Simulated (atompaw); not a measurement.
# phosphorus (P) PAW (atompaw): all-electron and pseudo phase curves

phosphorus, PAW, made with atompaw 4.2.0.5 (PBEsol, scalar-relativistic). Core [Ne], reference 3s2 3p3. Waves: 3s (bound): rc 1.15 bohr; 3s channel at 3.1 Ry: rc 1.15 bohr; 3p (bound): rc 1.60 bohr; 3p channel at 1.7 Ry: rc 1.60 bohr. Local part: troulliermartins scheme with l = 2 at 0 Ry, radius 1.35 bohr. Core correction: smooth core density matched at 1.35 bohr. Augmentation charge: sinc compensation charge, radius 1.40 bohr; PAW radius 1.60 bohr; waves and projectors: custom rrkj gramschmidtortho.

The phase is arctan(r·u′/u) with u = r·R(r), unwrapped; energies in Ry, scanned from -3 to 5 Ry. A pole is an energy at which the radial function vanishes at the test radius. The pseudo phase is shifted by a multiple of π to meet the all-electron one at the reference energy, and phase errors are pseudo minus all-electron; the curves can meet again beyond the range given. Levels narrower than the energy grid can be missing from the lists of poles.

Problem. For each channel, where are the poles, and over which energies does the pseudopotential scatter like the atom?

Solution.

```tsv
channel	radius (bohr)	reference energy (Ry)	poles, all-electron	poles, pseudo	unbroken range about the reference energy with phases within 0.05 rad	phase error 1 Ry above the reference energy (rad)
s	1.61	-1.02	4.25	4.25	the whole range	+0.000
p	1.61	-0.40	none	none	the whole range	-0.000
```

Note: ghost state, extra bound levels that the all-electron valence spectrum of the same l lacks: s at -64.5 eV. A true bound ghost makes a file unfit for plane-wave use.

Phases in the s channel:

```
E (Ry)  all-electron  pseudo
 -3.00         0.973   0.977
 -2.52         0.856   0.858
 -2.04         0.676   0.677
 -1.56         0.391   0.392
 -1.08        -0.027  -0.027
 -0.60        -0.488  -0.487
 -0.12        -0.841  -0.841
  0.36        -1.069  -1.069
  0.84        -1.215  -1.214
  1.32        -1.313  -1.313
  1.80        -1.384  -1.384
  2.28        -1.437  -1.437
  2.76        -1.479  -1.479
  3.24        -1.514  -1.514
  3.72        -1.543  -1.543
  4.20        -1.568  -1.568
  4.68        -1.591  -1.591
```
